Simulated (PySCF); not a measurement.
**Basis-set dependence of excited states**

CH₅B₂ClS₂.
Z-matrix (Å and degrees, PBE0-D3(BJ)/def2-SVP geometry), rows numbered from 1:
```
B 
S   1  1.7878
B   2  1.8357  1  107.05
Cl  3  1.7543  2  123.74  1     0.98
S   3  1.7832  2  120.16  1  -179.15
C   5  1.8150  3  104.96  2    -0.13
H   1  1.2009  2  121.88  3    -0.04
H   1  1.2042  2  114.90  3   179.88
H   6  1.0978  5  111.06  3   -62.01
H   6  1.0979  5  111.07  3    60.36
H   6  1.0976  5  106.32  3   179.18
```

TDDFT with PBE0 (PySCF), vertical singlets, core orbitals frozen in the response, spherical d and f functions. Geometry: PBE0-D3(BJ)/def2-SVP, one conformer, isolated molecule.

Problem. Compare 6-31G*, def2-SVP, 6-31+G*, def2-SVPD, aug-cc-pVDZ, def2-TZVP and def2-TZVPD for this molecule.

Solution. 

```json
{"basis": "6-31G*", "functions": "106", "diffuse": "no", "S1 (eV)": "5.05", "S2 (eV)": "5.22", "S3 (eV)": "5.74", "S4 (eV)": "5.75", "S5 (eV)": "6.04", "LUMO (eV)": "-1.85", "α (au)": "81.7"}
{"basis": "def2-SVP", "functions": "121", "diffuse": "no", "S1 (eV)": "5.01", "S2 (eV)": "5.14", "S3 (eV)": "5.68", "S4 (eV)": "5.71", "S5 (eV)": "5.98", "LUMO (eV)": "-1.90", "α (au)": "80.0"}
{"basis": "6-31+G*", "functions": "130", "diffuse": "yes", "S1 (eV)": "4.95", "S2 (eV)": "5.16", "S3 (eV)": "5.66", "S4 (eV)": "5.68", "S5 (eV)": "5.98", "LUMO (eV)": "-2.03", "α (au)": "90.6"}
{"basis": "def2-SVPD", "functions": "181", "diffuse": "yes", "S1 (eV)": "4.89", "S2 (eV)": "5.09", "S3 (eV)": "5.61", "S4 (eV)": "5.63", "S5 (eV)": "5.92", "LUMO (eV)": "-2.10", "α (au)": "99.0"}
{"basis": "aug-cc-pVDZ", "functions": "195", "diffuse": "yes", "S1 (eV)": "4.88", "S2 (eV)": "5.08", "S3 (eV)": "5.61", "S4 (eV)": "5.62", "S5 (eV)": "5.91", "LUMO (eV)": "-2.05", "α (au)": "99.4"}
{"basis": "def2-TZVP", "functions": "234", "diffuse": "no", "S1 (eV)": "4.86", "S2 (eV)": "5.05", "S3 (eV)": "5.57", "S4 (eV)": "5.58", "S5 (eV)": "5.88", "LUMO (eV)": "-2.04", "α (au)": "94.0"}
{"basis": "def2-TZVPD", "functions": "294", "diffuse": "yes", "S1 (eV)": "4.83", "S2 (eV)": "5.03", "S3 (eV)": "5.55", "S4 (eV)": "5.56", "S5 (eV)": "5.86", "LUMO (eV)": "-2.08", "α (au)": "100.3"}
```

States are compared by their number. Against the largest diffuse basis here (def2-TZVPD, itself not a converged limit), sets without diffuse functions differ by up to 0.22 eV in S1 and 0.18 eV in S5; the smaller diffuse sets differ by up to 0.12 and 0.12 eV. State by state, the largest deviation of a set without diffuse functions is S1 0.22, S2 0.19, S3 0.19, S4 0.19, S5 0.18 eV. The same number needn't mean the same state in each row. Against def2-TZVPD the polarisability deviates by -19% in 6-31G*, -20% in def2-SVP, -10% in 6-31+G*, -1% in def2-SVPD, -1% in aug-cc-pVDZ, -6% in def2-TZVP. A single + in a Pople set puts diffuse functions on heavy atoms only.
